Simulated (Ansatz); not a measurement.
C2H10GaP (`[CH3][GaH-]([CH3])[PH3+]`). Total charge 0; spin multiplicity 1. The geometry is a stationary point of PBE0-D4/def2-TZVP. It is one conformer, not always the lowest.

```xyz
14

C     0.803    0.745    1.701
Ga    0.723    0.365   -0.250
C    -0.577    1.368   -1.375
P    -0.505   -1.908   -0.160
H    -0.192    0.867    2.136
H     1.344    1.683    1.860
H     1.332   -0.033    2.256
H     2.010   -0.245   -0.951
H    -0.188    2.374   -1.557
H    -0.734    0.900   -2.349
H    -1.546    1.478   -0.881
H    -0.762   -2.594   -1.366
H    -1.798   -2.022    0.396
H     0.091   -2.979    0.540
```

(1) What is the dipole moment at PBE/def2-TZVPP? (An estimate is asked.)

(2) And with r2SCAN, B3LYP, ωB97M-V? (Estimate.)

(3) Give the Mulliken charges with PBE, B3LYP, ωB97M-V in def2-TZVPP. (An estimate is asked.)

Answers

(1) Ansatz gave: 3.25 D, with components (-1.86, -2.65, 0.30) D in this frame, pointing from negative to positive charge.

(2) Ansatz gave: r2SCAN 3.39 D, B3LYP 3.31 D, ωB97M-V 3.32 D.

(3) Computed: 
```csv
atom,PBE,B3LYP,ωB97M-V
C1,-0.39,-0.41,-0.51
Ga2,0.17,0.24,0.24
C3,-0.39,-0.41,-0.51
P4,-0.04,-0.01,-0.07
H5,0.09,0.08,0.11
H6,0.09,0.09,0.11
H7,0.09,0.08,0.11
H8,-0.08,-0.11,-0.07
H9,0.09,0.09,0.11
H10,0.09,0.08,0.11
H11,0.09,0.08,0.11
H12,0.07,0.06,0.09
H13,0.07,0.06,0.09
H14,0.07,0.06,0.09
```

B3LYP here is the variant with VWN-RPA as its local correlation; programs differ in this.
